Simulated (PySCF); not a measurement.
Below is a simulated gas-phase P 2p photoelectron spectrum of AsP3SeSeO nortricyclane, AsOP3Se2.

Every computed line was given a Gaussian of 0.4 eV full width at half maximum and an area set by the number of equivalent atoms (split 2:1 within a doublet); the highest printed point is 100. Computed, not measured: delta-SCF UKS SCAN, pcX-2 on the ionised atom, pcseg-1 elsewhere, spin-free X2C (PySCF).

binding energy (eV), intensity and a bar:
```
    136.0          0 
    136.1          2 #
    136.2         10 ###
    136.3         29 #########
    136.4         62 ###################
    136.5         94 ############################
    136.6        100 ##############################
    136.7         75 #######################
    136.8         41 ############
    136.9         21 ######
    137.0         22 #######
    137.1         40 ############
    137.2         65 ###################
    137.3         82 #########################
    137.4         83 #########################
    137.5         67 ####################
    137.6         42 #############
    137.7         21 ######
    137.8         10 ###
    137.9         11 ###
    138.0         18 #####
    138.1         25 #######
    138.2         24 #######
    138.3         17 #####
    138.4          8 ##
    138.5          3 #
    138.6          1 
    138.7          0
```

Count the maxima, the lines and the sites behind this envelope.

The curve has 3 maxima (at 136.6, 137.4 and 138.1 eV). Under it lie 4 lines from 2 inequivalent phosphorus sites, each drawn as a 2p3/2, 2p1/2 pair. At this width some lines have no maximum of their own.

Decompose the envelope and assign each component. Bonds: As1–Se2, As1–Se5, As1–O7, Se2–P3, P3–P4, P3–P6, P4–Se5, P4–P6, P6–O7.

| position (eV) | relative area | line | atoms | environment |
| --- | --- | --- | --- | --- |
| 136.57 | 1.33 | P 2p3/2 | P3/P4 | phosphorus bonded to 2 P and Se |
| 137.25 | 0.67 | P 2p3/2 | P6 | phosphorus bonded to O and 2 P |
| 137.46 | 0.67 | P 2p1/2 | P3/P4 | phosphorus bonded to 2 P and Se |
| 138.15 | 0.33 | P 2p1/2 | P6 | phosphorus bonded to O and 2 P |

The listed P 2p3/2 values span 0.68 eV, from P3/P4 (bonded to Se and 2 P) to P6 (bonded to O and 2 P).

The curve has no shake-up lines and no vibrational structure. Atoms equivalent by their bonding share one computed value, that of the first of them. The 2p values add to the ΔSCF energy of one spin-free hole a correction within the shell (spin–orbit coupling, ligand field). 2p1/2 minus 2p3/2 (ligand field included): P 0.89 eV. Isolated species at its PBE0-D3(BJ)/def2-SVP geometry (one conformer only).

Hardware: an Arm Neoverse V1 with one thread, no GPU, shared host. Cost: 43 s wall, 0.59 GiB resident at most.
